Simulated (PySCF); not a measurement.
UHF on Ti⁻ (titanium, charge -1), [Ar] 3d3 4s2, high-spin 4F determinant. All numbers are calculated (PySCF 2.14, the non-relativistic Hamiltonian (point nucleus), in aug-cc-pVTZ).

```
cycle= 1 E= -848.383252391937  delta_E= -0.00521  |g|= 0.0248  |ddm|= 0.0435
cycle= 2 E= -848.383425667564  delta_E= -0.000173  |g|= 0.00508  |ddm|= 0.0139
cycle= 3 E= -848.383434639775  delta_E= -8.97e-06  |g|= 0.00086  |ddm|= 0.0247
cycle= 4 E= -848.383435284472  delta_E= -6.45e-07  |g|= 0.000434  |ddm|= 0.00706
cycle= 5 E= -848.383435580256  delta_E= -2.96e-07  |g|= 8.72e-05  |ddm|= 0.00518
cycle= 6 E= -848.383435627474  delta_E= -4.72e-08  |g|= 3.24e-05  |ddm|= 0.00365
cycle= 7 E= -848.38343564472  delta_E= -1.72e-08  |g|= 1.75e-05  |ddm|= 0.0045
cycle= 8 E= -848.38343565293  delta_E= -8.21e-09  |g|= 3.54e-06  |ddm|= 0.00642
cycle= 9 E= -848.383435653254  delta_E= -3.24e-10  |g|= 5.97e-07  |ddm|= 0.00185
converged SCF energy = -848.383435653254  <S^2> = 4.1482561  2S+1 = 4.1944039
```

Highest occupied orbital energy: 0.179 eV; ⟨L²⟩ = 12.03; populations by l: s 8.00, p 12.00, d 3.00, f 0.00.

Task: Can this result be used?

Result: With care. Self-consistency was reached. ⟨S²⟩ = 4.15 against 3.75 shows spin contamination. At UHF the highest occupied level has a positive energy, so only the finite basis holds that electron.
